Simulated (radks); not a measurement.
These are the eigenvalues of the occupied orbitals of an atom or ion with whole-number occupations (eV). Method: scalar-relativistic Kohn-Sham, LB94 model potential, spin-polarised, spherical densities, finite nucleus; Fermi nuclear charge, rms radius of each element as measured or else 0.836 A^(1/3) + 0.57 fm; computed with a radial shooting solver on a logarithmic mesh with Libxc functionals.

orbital  eigenvalue
1s up     -507.7516
1s down   -507.2351
2s up      -97.1220

Which element is it, and in what charge state? The configuration may be excited. Open shells, if any, are filled with parallel spins first.

Answer. Z = 7, nitrogen, charge +4: N4+ in [He] 2s1. The list shows which subshells hold electrons but not how many an open one holds; the 1s level, -18.66 hartree, gives Z - s = 6.1 by -(Z - s)^2/2, which with screening and relativity narrows Z to a few neighbours, and the depths of the outer levels then fix element, charge and occupations together.
